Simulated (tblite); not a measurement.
C5H10FGe (doublet state).
Numbering: `[F:1][CH2:2][C:3]1[CH2:4][CH2:5][GeH2:6][CH2:7]1` (hydrogens: H8, H9 on C2; H10, H11 on C4; H12, H13 on C5; H14, H15 on Ge6; H16, H17 on C7)

Computed with GFN2-xTB (tblite), gas phase: L-BFGS steps from a force-field or distance-geometry start until the largest atomic force falls under 0.01 eV/Å.

Step 140: E = -608.9099 eV
```
atom  x, y, z in Å  |  force x, y, z in eV/Å
F1      2.3634   -0.8061   -1.3966   -0.036   0.004   0.052
C2      2.1539   -0.4702   -0.0466    0.051   0.031  -0.075
C3      0.7818    0.0143    0.1898    0.020   0.016   0.023
C4     -0.2008   -0.7399    1.0138    0.028   0.013  -0.021
C5     -1.5470   -0.8222    0.2716   -0.007  -0.015  -0.025
Ge6    -1.6650    0.9177   -0.6749    0.026  -0.022  -0.007
C7      0.2903    1.2461   -0.4696    0.026   0.002   0.013
H8      2.9129    0.3053    0.1517   -0.055  -0.068   0.002
H9      2.3815   -1.3781    0.5216   -0.003   0.054  -0.012
H10     0.1797   -1.7304    1.2682   -0.020  -0.033  -0.003
H11    -0.3676   -0.2035    1.9587   -0.008   0.026   0.011
H12    -2.3624   -1.0287    0.9610   -0.015  -0.012  -0.006
H13    -1.5159   -1.6326   -0.4583    0.013   0.012   0.027
H14    -2.1678    0.8398   -2.0896   -0.003  -0.014   0.000
H15    -2.5165    1.9388    0.0335   -0.006   0.025   0.000
H16     0.4498    2.1315    0.1601   -0.005  -0.011   0.020
H17     0.8225    1.4301   -1.4039   -0.007  -0.007   0.001
```

Step 141: E = -608.9105 eV
```
atom  x, y, z in Å  |  force x, y, z in eV/Å
F1      2.3539   -0.7908   -1.4079   -0.034   0.006   0.014
C2      2.1501   -0.4746   -0.0538    0.001   0.002  -0.086
C3      0.7811    0.0147    0.1935    0.048   0.013   0.033
C4     -0.2008   -0.7331    1.0217    0.004   0.007   0.001
C5     -1.5434   -0.8223    0.2712    0.008  -0.027   0.008
Ge6    -1.6623    0.9150   -0.6781    0.025  -0.037   0.009
C7      0.2894    1.2470   -0.4630    0.045  -0.005  -0.002
H8      2.9120    0.2916    0.1548   -0.003  -0.012   0.014
H9      2.3761   -1.3924    0.4972   -0.014   0.029   0.025
H10     0.1812   -1.7206    1.2878   -0.039  -0.018  -0.007
H11    -0.3726   -0.1851    1.9599   -0.011   0.006  -0.004
H12    -2.3634   -1.0327    0.9538   -0.016  -0.006   0.014
H13    -1.5026   -1.6348   -0.4542    0.013  -0.007  -0.007
H14    -2.1568    0.8360   -2.0935   -0.013  -0.018  -0.025
H15    -2.5187    1.9319    0.0268   -0.021   0.042   0.010
H16     0.4452    2.1307    0.1685   -0.002   0.010   0.035
H17     0.8245    1.4314   -1.3943    0.009   0.014  -0.030
```

**Question.** Estimate the geometry and energy of step 142. (The exact step hangs on the optimiser's Hessian estimate; all steps are aligned on step 141, rigid shifts and turns removed.)

**Answer.** E = -608.9112 eV, largest force 0.081 eV/Å
```
atom  x, y, z in Å  |  force x, y, z in eV/Å
F1      2.3497   -0.7567   -1.4278   -0.029   0.016   0.062
C2      2.1465   -0.4805   -0.0646    0.025  -0.013  -0.076
C3      0.7819    0.0152    0.1943    0.049   0.022   0.027
C4     -0.1981   -0.7277    1.0282   -0.006  -0.001   0.001
C5     -1.5425   -0.8197    0.2797    0.003  -0.043   0.014
Ge6    -1.6589    0.9089   -0.6874    0.020  -0.033   0.014
C7      0.2899    1.2506   -0.4547    0.061   0.019  -0.009
H8      2.9161    0.2720    0.1723   -0.024  -0.044  -0.014
H9      2.3618   -1.4178    0.4609   -0.022   0.071  -0.007
H10     0.1838   -1.7146    1.2962   -0.040  -0.023   0.001
H11    -0.3667   -0.1760    1.9645   -0.017   0.006  -0.004
H12    -2.3637   -1.0215    0.9642    0.000   0.002   0.011
H13    -1.5039   -1.6414   -0.4358    0.009   0.007  -0.011
H14    -2.1400    0.8136   -2.1071   -0.009  -0.019  -0.017
H15    -2.5270    1.9300   -0.0011   -0.016   0.032   0.005
H16     0.4318    2.1296    0.1882   -0.007  -0.010   0.020
H17     0.8321    1.4479   -1.3795    0.002   0.014  -0.016
```

The energy changes by -0.0007 eV. The first-order estimate −F·Δx gives -0.0009 eV and the mean of the old and new forces, exact on a quadratic surface, -0.0006 eV. The step makes an angle of 87° with the force vector and moves no atom by more than 0.047 Å.

The cost below is that of the whole relaxation. Hardware: one thread of an Intel Xeon Platinum 8488C (shared host). Cost: 1.5 s wall.
